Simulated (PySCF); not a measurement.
## Orbital levels and atomic charges: C23H13P

System: C23H13P (P, Si, As-doped PAH), SMILES c1ccc2c(c1)cc1ccc3cc4ccccc4c4pcc2c1c34.

Cartesian coordinates (Å):
```
  1 C     5.7120    0.4442    0.0384
  2 C     5.1151    1.7071   -0.0260
  3 C     3.7499    1.8398   -0.0462
  4 C     2.8963    0.7209   -0.0033
  5 C     3.5133   -0.5537    0.0617
  6 C     4.9182   -0.6666    0.0810
  7 C     2.7093   -1.7030    0.1064
  8 C     1.3359   -1.6354    0.0889
  9 C     0.5852   -2.8519    0.1373
 10 C    -0.7567   -2.8345    0.1227
 11 C    -1.4776   -1.5998    0.0585
 12 C    -2.8531   -1.6354    0.0457
 13 C    -3.6290   -0.4680   -0.0162
 14 C    -5.0384   -0.5154   -0.0281
 15 C    -5.7751    0.6340   -0.0886
 16 C    -5.1257    1.8747   -0.1390
 17 C    -3.7586    1.9441   -0.1276
 18 C    -2.9662    0.7823   -0.0667
 19 C    -1.5333    0.8319   -0.0546
 20 P    -0.8107    2.4493   -0.1220
 21 C     0.8472    2.0686   -0.0864
 22 C     1.4548    0.8062   -0.0220
 23 C     0.6639   -0.3705    0.0236
 24 C    -0.7659   -0.3496    0.0078
 25 H     6.7883    0.3554    0.0531
 26 H     5.7392    2.5882   -0.0600
 27 H     3.3491    2.8395   -0.0963
 28 H     5.3507   -1.6557    0.1311
 29 H     3.1904   -2.6703    0.1561
 30 H     1.1375   -3.7797    0.1857
 31 H    -1.3298   -3.7497    0.1595
 32 H    -3.3567   -2.5921    0.0846
 33 H    -5.5223   -1.4812    0.0115
 34 H    -6.8545    0.5950   -0.0981
 35 H    -5.7124    2.7805   -0.1863
 36 H    -3.2732    2.9095   -0.1667
 37 H     1.4830    2.9415   -0.1195
```

Method: PBE0/6-31G*, gas phase, PySCF, fitting set def2-universal-JFIT up to Ne and JKFIT beyond, grid level 1.

**Question.** Give the orbital energies near the gap.

**Answer.** 
```json
{"orbital": "HOMO-4", "eV": "-7.36"}
{"orbital": "HOMO-3", "eV": "-7.16"}
{"orbital": "HOMO-2", "eV": "-7.00"}
{"orbital": "HOMO-1", "eV": "-6.20"}
{"orbital": "HOMO", "eV": "-5.37"}
{"orbital": "LUMO", "eV": "-2.01"}
{"orbital": "LUMO+1", "eV": "-1.44"}
{"orbital": "LUMO+2", "eV": "-0.88"}
{"orbital": "LUMO+3", "eV": "-0.18"}
```

**Question.** Give the partial charges of the non-hydrogen atoms.

**Answer.** 
```json
{"atom": "C1", "Mulliken": "-0.18", "IAO": "-0.14", "Hirshfeld": "-0.05"}
{"atom": "C2", "Mulliken": "-0.17", "IAO": "-0.14", "Hirshfeld": "-0.04"}
{"atom": "C3", "Mulliken": "-0.23", "IAO": "-0.14", "Hirshfeld": "-0.05"}
{"atom": "C4", "Mulliken": "0.07", "IAO": "0.00", "Hirshfeld": "0.00"}
{"atom": "C5", "Mulliken": "0.12", "IAO": "0.00", "Hirshfeld": "0.00"}
{"atom": "C6", "Mulliken": "-0.21", "IAO": "-0.14", "Hirshfeld": "-0.04"}
{"atom": "C7", "Mulliken": "-0.32", "IAO": "-0.14", "Hirshfeld": "-0.05"}
{"atom": "C8", "Mulliken": "0.13", "IAO": "0.00", "Hirshfeld": "0.00"}
{"atom": "C9", "Mulliken": "-0.21", "IAO": "-0.14", "Hirshfeld": "-0.05"}
{"atom": "C10", "Mulliken": "-0.21", "IAO": "-0.14", "Hirshfeld": "-0.05"}
{"atom": "C11", "Mulliken": "0.14", "IAO": "0.00", "Hirshfeld": "0.00"}
{"atom": "C12", "Mulliken": "-0.33", "IAO": "-0.14", "Hirshfeld": "-0.04"}
{"atom": "C13", "Mulliken": "0.13", "IAO": "0.00", "Hirshfeld": "0.00"}
{"atom": "C14", "Mulliken": "-0.20", "IAO": "-0.15", "Hirshfeld": "-0.05"}
{"atom": "C15", "Mulliken": "-0.18", "IAO": "-0.14", "Hirshfeld": "-0.05"}
{"atom": "C16", "Mulliken": "-0.18", "IAO": "-0.14", "Hirshfeld": "-0.04"}
{"atom": "C17", "Mulliken": "-0.25", "IAO": "-0.14", "Hirshfeld": "-0.05"}
{"atom": "C18", "Mulliken": "0.09", "IAO": "0.00", "Hirshfeld": "0.00"}
{"atom": "C19", "Mulliken": "-0.25", "IAO": "-0.20", "Hirshfeld": "-0.05"}
{"atom": "P20", "Mulliken": "0.24", "IAO": "0.34", "Hirshfeld": "0.05"}
{"atom": "C21", "Mulliken": "-0.42", "IAO": "-0.37", "Hirshfeld": "-0.10"}
{"atom": "C22", "Mulliken": "0.07", "IAO": "0.01", "Hirshfeld": "0.01"}
{"atom": "C23", "Mulliken": "-0.01", "IAO": "0.00", "Hirshfeld": "0.01"}
{"atom": "C24", "Mulliken": "0.06", "IAO": "0.00", "Hirshfeld": "0.01"}
```
